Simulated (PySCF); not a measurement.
# Spinor energies of Sm (samarium, neutral)

Start: [Xe] 4f6 6s1 6p1; 4f7/2 filled at m_j = -3/2, -1/2, +1/2, +3/2, +5/2, +7/2; 6s1/2 filled at m_j = +1/2; 6p3/2 filled at m_j = +3/2. Calculated with PySCF 2.14 in x2c-TZVPall-2c (11s11p10d4f1g, 131 functions): generalised Hartree-Fock with the X2C-1e Hamiltonian and a Gaussian nucleus; spin-orbit coupling (SO) screened by Boettger's factors. This is a chosen level, not necessarily the ground level.

```
spinor shell  electrons  ε, screened SO (eV)  weight of nominal j (screened SO)  rms radius, screened SO (bohr)
       1s1/2          2             -47058.7                              1.000                          0.0259
       2s1/2          2              -7806.0                              1.000                           0.105
       2p1/2          2              -7383.3                              1.000                          0.0900
       2p3/2          4              -6776.2                              1.000                          0.0962
       3s1/2          2              -1759.1                              1.000                           0.271
       3p1/2          2              -1576.3                              1.000                           0.263
       3p3/2          4              -1450.5                              1.000                           0.276
       3d3/2          4              -1137.0                              0.996                           0.248
       3d5/2          6              -1109.9                              0.997                           0.251
       4s1/2          2              -371.53                              1.000                           0.616
       4p1/2          2              -299.99                              0.975                           0.635
       4p3/2          4              -271.25                              0.987                           0.663
       4d3/2          4              -152.41                              0.718                           0.723
       4d5/2          6              -145.25                              0.812                           0.728
       5s1/2          2              -54.226                              1.000                            1.53
       5p1/2          2              -32.950                              0.903                            1.72
       5p3/2          4              -28.519                              0.951                            1.83
       4f7/2          6              -14.445                              0.596                            1.06
       6s1/2          1               -6.533                              0.993                            4.80
       6p3/2          1               -3.703                              1.000                            6.09
```

```csv
quantity,screened SO
E (hartree),-10426.01093
M_J,8
⟨J²⟩,72.056
⟨L²⟩,20.301
⟨S²⟩,19.910
```

Each row is a mean over spinors that exchange with the open shell spreads, by up to 16.273 eV (4d5/2).

Rows whose weight is well below 1 are mixtures of j = l ± 1/2: exchange outweighs spin-orbit coupling there, and the label is only the starting occupation.

⟨J²⟩ departs a little from M_J(M_J + 1) because the unrestricted spinors polarise the closed shells.

Breit and QED terms are absent; they matter most for the inner s and p1/2 levels.

Densities and radii are taken from the X2C orbitals without a picture-change correction, which distorts them close to the nucleus.
